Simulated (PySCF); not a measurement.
A structure optimised at B3LYP-D3(BJ)/def2-SVP, used in a PySCF frequency run:

```xyz
9

Sn     0.0435     0.0165     0.2511
N     -1.5272    -1.1665    -0.2809
O     -0.3994     1.7407    -0.6478
O      1.7031    -0.6916    -0.5908
H      0.4161     0.1835     1.9160
H     -1.9820    -1.6379     0.5007
H     -2.2348    -0.6225    -0.7770
H      0.3968     2.2134    -0.9290
H      1.4880    -1.1883    -1.3937
```

Q: Write its SMILES and formula.

A: [NH2][SnH]([OH])[OH], H5NO2Sn

Q: What are its rotational constants (standard atomic weights)?

A: 4.5003, 4.1878, 2.8173 GHz
